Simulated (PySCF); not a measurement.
## `N#C[C@H]1CO[C@@H](F)O1`, C4H4FNO2

Molfile (atoms numbered from 1):
```
C4H4FNO2
     RDKit          3D

 12 12  0  0  0  0  0  0  0  0999 V2000
   -1.3625    1.8312    1.8465 N   0  0  0  0  0  0  0  0  0  0  0  0
   -0.8438    0.9083    1.4209 C   0  0  0  0  0  0  0  0  0  0  0  0
   -0.1883   -0.2639    0.8638 C   0  0  1  0  0  0  0  0  0  0  0  0
   -0.7848   -0.6457   -0.5195 C   0  0  0  0  0  0  0  0  0  0  0  0
    0.3529   -0.6785   -1.3675 O   0  0  0  0  0  0  0  0  0  0  0  0
    1.2831    0.1235   -0.7804 C   0  0  1  0  0  0  0  0  0  0  0  0
    1.0364    1.4430   -1.1258 F   0  0  0  0  0  0  0  0  0  0  0  0
    1.1872   -0.0130    0.5740 O   0  0  0  0  0  0  0  0  0  0  0  0
   -0.2299   -1.0812    1.5936 H   0  0  0  0  0  0  0  0  0  0  0  0
   -1.2461   -1.6330   -0.5343 H   0  0  0  0  0  0  0  0  0  0  0  0
   -1.4974    0.1121   -0.8646 H   0  0  0  0  0  0  0  0  0  0  0  0
    2.2944   -0.1034   -1.1329 H   0  0  0  0  0  0  0  0  0  0  0  0
  1  2  3  0
  2  3  1  0
  3  4  1  0
  4  5  1  0
  5  6  1  0
  6  7  1  0
  6  8  1  0
  8  3  1  0
  3  9  1  1
  4 10  1  0
  4 11  1  0
  6 12  1  6
M  END
```

Method: TDDFT CAM-B3LYP/def2-SVPD circular dichroism and optical rotation, one conformer, gas phase (PySCF 2.14.0). Geometry: GFN2-xTB.

(1) Assign R or S to each stereocentre.

(2) Which excitations and rotatory strengths does the calculation give?

Results:

(1) C3 S, C6 R.

(2) Rotatory strengths R in 10⁻⁴⁰ esu² cm², velocity form and length form (origin at the centre of mass); f in length form.
| state | E (eV) | λ (nm) | f | R (velocity) | R (length) | main |
| --- | --- | --- | --- | --- | --- | --- |
| 1 | 7.40 | 167 | 0.002 | +5.4 | +5.2 | HOMO−1→LUMO 0.30, HOMO−2→LUMO 0.18 |
| 2 | 7.83 | 158 | 0.004 | -5.3 | -5.0 | HOMO→LUMO 0.64, HOMO−2→LUMO 0.12 |
| 3 | 8.02 | 155 | 0.007 | -0.8 | -0.8 | HOMO−1→LUMO 0.20, HOMO−3→LUMO 0.15 |
| 4 | 8.26 | 150 | 0.002 | -1.5 | -1.5 | HOMO−2→LUMO+2 0.17, HOMO−3→LUMO+2 0.13 |
| 5 | 8.42 | 147 | 0.001 | +3.8 | +3.8 | HOMO→LUMO+1 0.64, HOMO→LUMO 0.10 |
| 6 | 8.71 | 142 | 0.002 | +6.9 | +5.7 | HOMO−3→LUMO 0.38, HOMO−1→LUMO 0.16 |
| 7 | 9.07 | 137 | 0.013 | +9.8 | +9.9 | HOMO−4→LUMO 0.33, HOMO−4→LUMO+1 0.13 |
| 8 | 9.22 | 134 | 0.007 | -12.5 | -12.4 | HOMO→LUMO+2 0.55 |
| 9 | 9.25 | 134 | 0.026 | +6.3 | +6.2 | HOMO−1→LUMO+1 0.30, HOMO−4→LUMO 0.23 |
| 10 | 9.43 | 132 | 0.011 | +27.6 | +26.3 | HOMO→LUMO+3 0.46, HOMO−1→LUMO+1 0.09 |
| 11 | 9.47 | 131 | 0.023 | +24.2 | +23.5 | HOMO→LUMO+4 0.42, HOMO−2→LUMO+1 0.12 |
| 12 | 9.56 | 130 | 0.012 | +11.8 | +11.2 | HOMO→LUMO+4 0.33, HOMO→LUMO+2 0.13 |
| 13 | 9.64 | 129 | 0.018 | -17.9 | -17.1 | HOMO−2→LUMO+1 0.16, HOMO−2→LUMO+2 0.10 |
| 14 | 9.80 | 127 | 0.0006 | +0.7 | +1.2 | HOMO−5→LUMO 0.30, HOMO−7→LUMO 0.12 |
| 15 | 9.81 | 126 | 0.042 | +36.8 | +36.2 | HOMO−5→LUMO 0.23, HOMO−4→LUMO+2 0.10 |
| 16 | 9.92 | 125 | 0.019 | -21.9 | -22.2 | HOMO→LUMO+5 0.58 |

Among the states computed, the strongest CD band (largest |R|) is state 15. The largest dissymmetry factor in size, g = 4R/(D+G), with D and G the electric and magnetic dipole strengths, is +0.043 for state 5 (velocity form, f = 0.001), among bands with |R| over 0.5. The mirror image has the same energies and oscillator strengths and all R with the opposite sign.
